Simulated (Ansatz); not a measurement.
System: Al₂ (charge 0, triplet). 
Coordinates optimised at B3LYP-D3(BJ)/def2-TZVP (Ansatz, a quantum-chemistry and plane-wave program):
```
Al
Al 1 2.7553
```
Charge 0, spin multiplicity 3.

Property: atomisation energy (electronic, to ground-state atoms), in kcal/mol. Valence correlation only, unless marked. Open shells are spin-unrestricted. Spin-orbit coupling is left out. No relativistic terms. FCI takes restricted orbitals. The coupled-cluster limit lacks core correlation, which all-electron functionals hold. CBS(X,Y): correlation extrapolated as X^-3; Hartree-Fock from the larger set (for Q and 5 zeta extrapolated as (X+1)exp(-9√X)).

| level | program | atomisation energy (kcal/mol) |
|---|---|---|
| SVWN5/def2-TZVPD | Ansatz | 43.8 |
| revPBE-D3(BJ)/def2-TZVPD | Ansatz + dftd3 | 38.1 |
| revPBE/def2-TZVPD | Ansatz | 35.5 |
| PBE0/def2-SVP | Ansatz | ? |
| PBE-QIDH/def2-TZVPD | Ansatz | 33.4 |
| RPA@PBE/cc-pV(Q+d)Z | Ansatz | ? |
| SCS-MP2/aug-cc-pV(D+d)Z | Ansatz | 25.6 |
| SCS-MP2/def2-TZVPPD | Ansatz | 28.1 |
| FCI/STO-3G | Ansatz | 43.1 |
| CCSD(T)/CBS(cc-pV(Q+d)Z,cc-pV(5+d)Z) | Ansatz | 33.2 |

### Question
Some entries are withheld; supply them.

### Answer

- PBE0/def2-SVP, atomisation energy (kcal/mol): 34.9
- RPA@PBE/cc-pV(Q+d)Z, atomisation energy (kcal/mol): 28.5
